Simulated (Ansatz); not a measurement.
`C[CH2][In]([Cl])[Cl]` + H–F → `C[CH2][In]([F])[Cl]` + HCl at 600 K and 1 bar (ligand exchange at the In–Cl bond).

Program: Ansatz. Geometries: PBE0-D4/def2-TZVP. ΔE: electronic, gas phase. CBS: MP2 limit from def2 TZ/QZ plus the TZ coupled-cluster correction, frozen cores. This one scheme is used for every species. def2 core potentials past Kr. For In outer-core shells are correlated without core-valence functions, which leaves a few kJ/mol of doubt a bond. Each species was taken in one conformer, which may not be the lowest.

```json
{"species": "`C[CH2][In]([Cl])[Cl]`", "CCSD(T)/CBS energy (Eh)": "-1188.59496", "H − E (kJ/mol)": "239.9", "S (J/(mol·K))": "497.8"}
{"species": "H–F", "CCSD(T)/CBS energy (Eh)": "-100.39570", "H − E (kJ/mol)": "42.3", "S (J/(mol·K))": "194.0"}
{"species": "`C[CH2][In]([F])[Cl]`", "CCSD(T)/CBS energy (Eh)": "-828.58684", "H − E (kJ/mol)": "240.5", "S (J/(mol·K))": "486.6"}
{"species": "HCl", "CCSD(T)/CBS energy (Eh)": "-460.38127", "H − E (kJ/mol)": "35.4", "S (J/(mol·K))": "207.2"}
```

H − E and S are ideal-gas, rigid-rotor, harmonic terms from PBE0-D4/def2-TZVP, for one conformer and one mirror image of each species. 1 Eh = 2625.50 kJ/mol, R = 8.31446 J/(mol·K).

**Question.** By hand: ΔE, ΔH, ΔS and ΔG.

**Answer.** ΔE = (-828.58684) + (-460.38127) − (-1188.59496) − (-100.39570) = 0.02255 Eh = 59.2 kJ/mol. Δ(H − E) = 240.5 + 35.4 − 239.9 − 42.3 = -6.3, so ΔH = 52.9 kJ/mol. ΔS = 486.6 + 207.2 − 497.8 − 194.0 = 2.0 J/(mol·K). ΔG = 52.9 − 600 × (2.0)/1000 = 51.7 kJ/mol.

**Question.** By hand: the equilibrium constant, and the temperature at which ΔG would vanish if ΔH and ΔS stayed fixed.

**Answer.** log₁₀ K = −ΔG/(RT ln 10) = -4.5. ΔG = 0 at ΔH/ΔS = 26450 K, far beyond where these terms or the molecules hold.

The number of gas molecules stays the same, so ΔS is small and ΔH decides. A doubt of 5 kJ/mol in ΔE shifts log₁₀ K by 0.4 here. Other conformers and mirror images would add mixing entropy, several J/(mol·K) or more a flexible species. Modes under 60 cm⁻¹, often nearly free rotors, make the harmonic entropy too high. These are equilibria of isolated gas molecules and say nothing of rates. Largest T1 diagnostic: 0.013 (customary marks: 0.02 for closed shells, 0.045 for open ones).
